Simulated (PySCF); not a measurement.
Electric field gradients and quadrupole coupling constants

Compound: C4H10F2SSi.
Structure used (GFN2-xTB), in Å, numbered top down from 1:
```xyz
18
C4H10F2SSi angstrom
C      2.2956   -0.5525   -0.7933
C      2.1783    0.9322   -0.5047
S      0.9947    1.3300    0.8279
C     -0.6022    0.9542    0.0158
C     -1.1514   -0.4137    0.4128
Si    -2.7094   -0.8685   -0.5586
F     -2.4202   -0.6575   -2.1201
F     -3.8543    0.2159   -0.2965
H      1.3747   -0.9416   -1.2219
H      2.5185   -1.0986    0.1207
H      3.0997   -0.7256   -1.5062
H      3.1263    1.3314   -0.1451
H      1.8735    1.4896   -1.3913
H     -1.2865    1.7439    0.3240
H     -0.4364    1.0302   -1.0578
H     -1.3541   -0.4089    1.4848
H     -0.3819   -1.1709    0.2556
H     -3.2735   -2.1833   -0.3872
```

Field gradients from the PBE0/pcSseg-1 density (PySCF, non-relativistic), principal values in atomic units, ordered |Vxx| ≤ |Vyy| ≤ |Vzz|:

| atom | Vxx | Vyy | Vzz |
| --- | --- | --- | --- |
| S3 | 0.5897 | 2.4414 | -3.0311 |

**Question.** Find the asymmetry η = (Vxx − Vyy)/Vzz and the couplings χ = eQV/h (234.96 MHz × Q in barn × V in au), with Q(33S) = −0.0678 b.

**Answer.** 
| atom | environment | nucleus | η | χzz (MHz) | χxx (MHz) | χyy (MHz) |
| --- | --- | --- | --- | --- | --- | --- |
| S3 | sulfide sulfur | 33S | 0.61 | 48.29 | -9.40 | -38.89 |

**Question.** What is Vzz at S3 in SI units (1 au = 9.71736 × 10²¹ V/m²)?

**Answer.** -3.0311 au = -29.454 × 10²¹ V/m².

Were the hydrogens deuterons (Q(2H) = 0.00286 b), χzz would run from 116 kHz (H18) to 211 kHz (H9 and H11).

Geometry: GFN2-xTB, one conformer, isolated molecule. GFN2-xTB bond lengths can be off by several hundredths of an ångström, more for odd bonds, and the gradients follow them. The small basis limits the accuracy of the gradients.

The run behind these numbers computed NMR shieldings as well. Time: 46 s wall (with the writing of density and orbital grids); peak memory 0.92 GiB. Hardware: Arm Neoverse V1, one thread, no GPU, shared host with 64 logical CPUs at a one-minute load of 27.
